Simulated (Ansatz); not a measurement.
`[CH3][GeH2][NH][SiH3]` + H–F → `[CH3][GeH2][F]` + `N[SiH3]`  (ligand exchange at a Ge–N bond)

Isolated molecules relaxed with PBE0-D4/def2-TZVP in Ansatz; ΔE leaves out vibrations. CCSD(T)/CBS adds triple-zeta CCSD(T) − MP2 to the extrapolated MP2 energy (def2 sets, frozen cores). This one scheme is used for every species. Functionals use def2-TZVPP. For Ge outer-core shells are correlated without core-valence functions, which leaves a few kJ/mol of doubt a bond. Scalar relativity is left out up to krypton. One conformer a species, not always the lowest.

`[CH3][GeH2][NH][SiH3]`:

Cartesian coordinates in Å:
```
C 1.736 0.811 -0.679
Ge 0.484 0.825 0.812
N -1.154 0.181 0.258
Si -1.517 -1.436 -0.182
H 1.361 1.440 -1.487
H 2.713 1.181 -0.364
H 1.855 -0.207 -1.054
H 1.023 -0.052 1.963
H 0.223 2.254 1.324
H -1.919 0.827 0.379
H -2.277 -1.512 -1.462
H -0.213 -2.135 -0.348
H -2.315 -2.176 0.839
```

H–F:

```xyz
2

F     0.085    0.435    0.124
H    -0.085   -0.435   -0.124
```

`[CH3][GeH2][F]`:

Cartesian coordinates in Å:
```
C -0.066 0.705 -0.768
Ge 0.094 -0.525 0.719
F -0.448 -2.080 0.135
H 0.255 1.704 -0.469
H -1.104 0.754 -1.100
H 0.556 0.368 -1.597
H -0.831 -0.183 1.899
H 1.544 -0.742 1.181
```

`N[SiH3]`:

Cartesian coordinates in Å:
```
N -0.152 0.267 -1.022
Si 0.176 -0.089 0.629
H -0.992 0.764 -1.267
H 0.081 -0.409 -1.732
H -0.002 1.163 1.410
H -0.690 -1.131 1.258
H 1.580 -0.565 0.724
```

```json
{"level": "PBE0-D4", "ΔE (kcal/mol)": "-11.6"}
{"level": "CAM-B3LYP-D4", "ΔE (kcal/mol)": "-14.0"}
{"level": "B2PLYP", "ΔE (kcal/mol)": "-14.0"}
{"level": "r2SCANh", "ΔE (kcal/mol)": "-13.9"}
{"level": "HF/def2-SVP", "ΔE (kcal/mol)": "-16.1"}
{"level": "MP2/def2-TZVPP", "ΔE (kcal/mol)": "-9.6"}
{"level": "CCSD/def2-TZVPP", "ΔE (kcal/mol)": "-11.1"}
{"level": "CCSD/CBS(def2)", "ΔE (kcal/mol)": "-11.0"}
```

**Question.** What does CCSD(T)/CBS give? (An estimate is asked.)

**Answer.** Computed: -10.3 kcal/mol. The listed levels differ from it by -1.3, -3.7, -3.7, -3.6, -5.8, 0.7, -0.8, -0.7 kcal/mol.

Largest T1 diagnostic among the species: 0.011.

From r2SCAN to r2SCAN0 (25 % exact exchange), in def2-TZVPP and without D4, ΔE moves by +1.0 kcal/mol. In def2-TZVPP, CCSD(T) changes the Hartree–Fock value by +6.0 kcal/mol (the triples alone add +0.7 kcal/mol) and MP2 by +6.8 kcal/mol.

CCSD(T)/CBS has its own doubt, a few kJ/mol and more with outer-core shells, so smaller differences from it don't rank the levels.
